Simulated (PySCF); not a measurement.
H₃O₃Pt, SMILES [OH][Pt]([OH])[OH] (connectivity only; charge and spin as stated), neutral, multiplicity 4. Geometry: B3LYP-D3(BJ)/def2-SVP. The spin state was assumed, not searched. The def2 effective core potentials stand for the cores of Pt; spin–orbit coupling is left out. One conformer was computed; it need not be the lowest.

Computed with B3LYP-D3(BJ)/def2-SVP run with PySCF.

Harmonic wavenumbers (cm⁻¹): 140, 148, 182, 287, 335, 393, 484, 621, 658, 717, 741, 785, 3721, 3797, 3802. Rotational constants (GHz): 6.666, 4.009, 2.525; symmetry number 1.

Q: Work out the zero-point energy and the ideal-gas rigid-rotor harmonic-oscillator thermochemistry at 298.15 K and 1 atm.

A: ZPE = ½ Σ hcν = ½ × 16812 cm⁻¹ = 100.56 kJ/mol. H − E(el) = 120.52 kJ/mol. Entropy in J/(mol K): translation 177.41, rotation 108.65, vibration 57.56, spin 11.53, total 355.15. G − E(el) = 14.64 kJ/mol. Cp = 99.70 J/(mol K). Modes under 150 cm⁻¹ make the vibrational entropy uncertain.
